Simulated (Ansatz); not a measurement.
CH5BFNSi. The species carries charge 0 and has multiplicity 1. The bonds changed during the relaxation, so this is another structure than the one it started from. All single points use the PBE0-D4/def2-TZVP geometry.

```xyz
10

B    -1.115   -0.385    0.435
C     0.423   -0.715    0.672
F     0.993   -1.579    1.482
N     1.189    0.013   -0.079
Si   -0.238    0.904   -0.864
H    -1.712   -1.318   -0.042
H    -1.636    0.091    1.413
H     2.201   -0.053   -0.071
H    -0.004    2.353   -0.614
H    -0.100    0.690   -2.331
```

Question: What is the dipole moment at ωB97M-V/def2-TZVPP? (An estimate is asked.)

Answer: The calculation gave: 3.46 D, with components (3.30, 0.66, -0.83) D in this frame, pointing from negative to positive charge.

Question: And with PBE, r2SCAN, B3LYP? (An estimate is asked.)

Answer: The calculation gave: PBE 3.32 D, r2SCAN 3.36 D, B3LYP 3.37 D.

Question: Give the Mulliken charges with ωB97M-V, B3LYP, r2SCAN in def2-TZVPP. (An estimate is asked.)

Answer: Computed: 
```csv
atom,ωB97M-V,B3LYP,r2SCAN
B1,-0.45,-0.28,-0.27
C2,0.36,0.34,0.37
F3,-0.14,-0.15,-0.15
N4,-0.17,-0.20,-0.23
Si5,0.16,0.23,0.27
H6,0.09,0.02,0.00
H7,0.09,0.02,0.00
H8,0.13,0.15,0.16
H9,-0.03,-0.07,-0.08
H10,-0.03,-0.07,-0.08
```

B3LYP here is the variant with VWN-RPA as its local correlation; programs differ in this.
